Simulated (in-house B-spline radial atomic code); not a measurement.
Radial electron density of the magnesium ion Mg⁺, [Ne] 3s1. Computed with a B-spline radial code for spherical atoms: scalar-relativistic (X2C) TPSSh, spin-polarised, spherical fractional occupations, exact exchange averaged over the configuration, Fermi nucleus of rms radius 3.057 fm.

Columns: r (bohr), 4πr²n(r) (electrons per bohr), bar.

```
 0.00504   0.3311 #
 0.00607   0.4653 ##
  0.0073    0.649 ##
 0.00878   0.9004 ###
  0.0106    1.249 ####
  0.0127    1.696 ######
  0.0153    2.301 ########
  0.0184    3.076 ##########
  0.0221    4.045 #############
  0.0266    5.243 #################
  0.0319    6.623 ######################
  0.0384    8.198 ###########################
  0.0462    9.836 #################################
  0.0556    11.38 ######################################
  0.0668    12.61 ##########################################
  0.0804    13.29 ############################################
  0.0967    13.22 ############################################
   0.116    12.37 #########################################
    0.14    10.84 ####################################
   0.168    9.161 ##############################
   0.202    7.837 ##########################
   0.243    7.396 ########################
   0.293    8.022 ###########################
   0.352    9.343 ###############################
   0.423    10.63 ###################################
   0.509    11.09 #####################################
   0.612    10.29 ##################################
   0.736    8.381 ############################
   0.885     5.92 ####################
    1.06    3.631 ############
    1.28    1.884 ######
    1.54   0.9474 ###
    1.85   0.5824 ##
    2.23   0.4808 ##
    2.68     0.42 #
    3.22   0.3068 #
    3.88   0.1688 #
    4.66  0.07056 
    5.61  0.02119 
    6.74 0.004305 
    8.11 0.0005318 
    9.75 3.834e-05
```

On this grid the curve has 2 maxima, near 0.0804, 0.509 bohr.

The 3s up radial function P(r) = rR(r), positive near the nucleus:

```json
{"r (bohr)": "0.00167", "P": "0.00877"}
{"r (bohr)": "0.00241", "P": "0.01244"}
{"r (bohr)": "0.00349", "P": "0.01763"}
{"r (bohr)": "0.00504", "P": "0.0248"}
{"r (bohr)": "0.0073", "P": "0.0347"}
{"r (bohr)": "0.0106", "P": "0.04808"}
{"r (bohr)": "0.0153", "P": "0.06513"}
{"r (bohr)": "0.0221", "P": "0.08596"}
{"r (bohr)": "0.0319", "P": "0.1089"}
{"r (bohr)": "0.0462", "P": "0.1297"}
{"r (bohr)": "0.0668", "P": "0.1389"}
{"r (bohr)": "0.0967", "P": "0.1218"}
{"r (bohr)": "0.14", "P": "0.06204"}
{"r (bohr)": "0.202", "P": "-0.04561"}
{"r (bohr)": "0.293", "P": "-0.1797"}
{"r (bohr)": "0.423", "P": "-0.2684"}
{"r (bohr)": "0.612", "P": "-0.224"}
{"r (bohr)": "0.885", "P": "-0.008232"}
{"r (bohr)": "1.28", "P": "0.3137"}
{"r (bohr)": "1.85", "P": "0.5838"}
{"r (bohr)": "2.68", "P": "0.6389"}
{"r (bohr)": "3.88", "P": "0.4106"}
{"r (bohr)": "5.61", "P": "0.1456"}
{"r (bohr)": "8.11", "P": "0.02306"}
```
